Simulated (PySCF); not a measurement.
# What a mistake does to a calculation on GeH8OSi2

Calculated results; nothing here was measured. They come from PySCF 2.14.0, an open-source quantum chemistry program, on an isolated molecule that a program drew, which may never have been made. The molecule is GeH8OSi2 (charge 0, singlet), drawn as the SMILES string `[SiH3][SiH2][O][GeH3]`.

Each row is a Hartree-Fock (HF) and frozen-core CCSD(T) single point in the cc-pV(D+d)Z basis, meant for a local HF minimum. Run 1 is clean. Each other run has one planted mistake out of seven kinds, and not every kind appears here: one electron removed, one electron added, multiplicity raised by two, geometry at a saddle point, minimal basis STO-3G, one bond length entered in bohr, all coordinates scaled. The reference is restricted for singlets and unrestricted otherwise, and also for a bond in bohr. Adding or removing an electron swaps singlet and doublet. Electrons count all cores. HOMO and LUMO are orbital energies over both spins, the gradient is its largest component, and the lowest frequency (negative if imaginary) is given only where the gradient is small. Bond lengths are over the 11 bonds as drawn. T1 is the CCSD diagnostic: over 0.02 (restricted) or 0.045 (unrestricted) a single reference is doubtful. Germanium has the cc-pVDZ-PP basis, with a core potential (ECP10MDF) in place of its 10 inner electrons, and its 3s, 3p and 3d shells are frozen in CCSD(T).

Geometry of the clean run:
```xyz
12
GeH8OSi2, angstrom
Si   -2.8535    0.9796   -1.1157
Si   -1.8140    1.7208    0.8706
O    -0.2612    1.1927    0.8810
Ge    1.2410    1.2036    1.8330
H    -4.2646    1.4410   -1.1589
H    -2.8422   -0.5024   -1.1881
H    -2.1477    1.5170   -2.3051
H    -2.5471    1.2042    2.0557
H    -1.8595    3.2041    0.9497
H     1.6817    2.6557    2.0181
H     2.2589    0.4082    1.0250
H     0.9583    0.5461    3.1838
```

| run | electrons | basis functions | <S^2> | HOMO (eV) | LUMO (eV) | gradient (hartree/bohr) | lowest frequency (cm^-1) | mean bond (Å) | longest bond (Å) | T1 | HF (hartree) | CCSD(T) (hartree) | mistake |
|---|---|---|---|---|---|---|---|---|---|---|---|---|---|
| 1 | 76 | 123 | 0.000 | -10.46 | 3.02 | 1.6e-05 | 30 | 1.6169 | 2.361 | 0.0127 | -950.81833 | -951.38441 | no fault |
| 2 | 76 | 123 | 0.000 | -10.41 | 2.93 | 1.0e-02 | - | 1.6476 | 2.406 | 0.0132 | -950.81440 | -951.38344 | all coordinates scaled |
| 3 | 76 | 123 | 0.799 | -8.38 | 1.87 | 9.9e-03 | - | 1.7371 | 2.808 | 0.0435 | -950.70728 | -951.26636 | one bond length entered in bohr |
| 4 | 77 | 123 | 0.759 | 2.25 | 7.45 | 2.7e-02 | - | 1.6169 | 2.361 | 0.0150 | -950.72065 | -951.31896 | one electron added |
| 5 | 75 | 123 | 0.761 | -16.22 | -8.14 | 8.1e-02 | - | 1.6169 | 2.361 | 0.0318 | -950.47690 | -951.02951 | ? |

**Which mistake was planted in run 5, and what did it cost?**

It counts 75 electrons, one fewer than the clean run, at the same geometry and basis. So the mistake is: one electron removed. Subtracting run 1 and multiplying by 627.51 kcal/mol a hartree, the energy moved by 214.3 kcal/mol in HF and 222.7 kcal/mol in CCSD(T).

Cautions from the logs. Run 4: the HOMO is above zero, so the electron isn't bound and the energy depends on the basis.
